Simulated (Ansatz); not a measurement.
Stepwise reaction of `[Br][Ge][Br]` with ammonia, as a gas-phase model of exchange steps in deposition or etching. ΔE in kJ/mol; ΔG adds harmonic PBE0-D4 terms to CCSD(T)/CBS, at 1 bar.

Isolated molecules relaxed with PBE0-D4/def2-TZVP in Ansatz; ΔE leaves out vibrations. CBS: MP2 limit from def2 TZ/QZ plus the TZ coupled-cluster correction, frozen cores. This one scheme is used for every species. Functionals use def2-TZVPP. B3LYP here is the variant with VWN-RPA as its local correlation; programs differ in this. For Br, Ge outer-core shells are correlated without core-valence functions, which leaves a few kJ/mol of doubt a bond. Scalar relativity is left out up to krypton. One conformer a species, not always the lowest.

```json
{"step": "1", "reaction": "`[Br][Ge][Br]` + NH₃ → `[NH2][Ge][Br]` + HBr", "PBE-D4": "62.6", "B3LYP-D4": "61.3", "ωB97M-V": "53.3", "CCSD(T)/CBS": "53.7", "ΔG(400 K)": "45.3"}
{"step": "2", "reaction": "`[NH2][Ge][Br]` + NH₃ → `[NH2][Ge][NH2]` + HBr", "PBE-D4": "91.8", "B3LYP-D4": "90.9", "ωB97M-V": "86.2", "CCSD(T)/CBS": "84.3", "ΔG(400 K)": "76.6"}
```

By hand: ΔE of the 2 steps together at CCSD(T)/CBS.

(53.7) + (84.3) = 138.0 kJ/mol, or 69.0 kJ/mol a step.

In ΔE each step is higher than the one before. All are uphill at CCSD(T)/CBS. ΔG lies between 45.3 and 76.6 kJ/mol a step. PBE-D4 differs from CCSD(T)/CBS by 7.5 to 8.9 kJ/mol a step. Isolated molecules leave out the surface, adducts and barriers. Largest T1 diagnostic: 0.013.
